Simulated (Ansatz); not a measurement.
Molecule: CH₄BS₂, net charge 0, doublet state. It need not be the lowest isomer of its formula. 
Geometry from a B3LYP-D3(BJ)/def2-TZVP (Ansatz, a program for electronic structure) optimisation:
```xyz
8

C     -1.6203    -0.9104     0.2248
B     -0.2745    -0.1046     0.0302
S     -0.3437     1.6437    -0.2453
S      1.3457    -0.9223     0.0810
H     -1.6943    -1.6874    -0.5409
H     -2.5172    -0.2941     0.1705
H     -1.6089    -1.4102     1.1972
H      0.8835    -2.1654     0.3020
```
Charge 0, spin multiplicity 2.

Quantity: atomisation energy (electronic, to ground-state atoms), in kJ/mol. Correlated levels leave the core frozen unless marked. Open shells are spin-unrestricted. No spin-orbit coupling. No relativistic terms. The coupled-cluster limit lacks core correlation, which all-electron functionals hold. Basis-set limits of correlation are two-point, X^-3; Hartree-Fock from the larger set. The bracket is a focal-point correction in the basis named.

```tsv
level	program	atomisation energy (kJ/mol)
HF/aug-cc-pV(D+d)Z	Ansatz	2104.0
PBE0/def2-SVP	Ansatz	2873.4
PBE0-D4/def2-TZVPD	Ansatz + dftd4	2867.3
PBE0/def2-TZVP	Ansatz	2851.4
HSE06/def2-TZVPD	Ansatz	2854.9
MP2/aug-cc-pV(T+d)Z	Ansatz	2804.9
RI-MP2/aug-cc-pV(T+d)Z	Ansatz	2804.3
RI-MP2/aug-cc-pV(Q+d)Z	Ansatz	2840.4
SCS-MP2/aug-cc-pV(D+d)Z	Ansatz	2655.5
CCSD/aug-cc-pV(T+d)Z	Ansatz	2715.7
CCSD(T)/aug-cc-pV(T+d)Z	Ansatz	2762.1
RI-MP2/CBS(cc-pV(T+d)Z,cc-pV(Q+d)Z)+[CCSD(T)-MP2]/cc-pV(D+d)Z	Ansatz	2824.7
RI-MP2/CBS(cc-pV(T+d)Z,cc-pV(Q+d)Z)+[CCSD(T)-MP2]/cc-pV(T+d)Z	Ansatz	2821.9
RI-MP2/CBS(aug-cc-pV(T+d)Z,aug-cc-pV(Q+d)Z)+[CCSD(T)-MP2]/aug-cc-pV(Q+d)Z	Ansatz	2821.2
CCSD(T)/CBS(aug-cc-pV(T+d)Z,aug-cc-pV(Q+d)Z)	Ansatz	2821.2
```
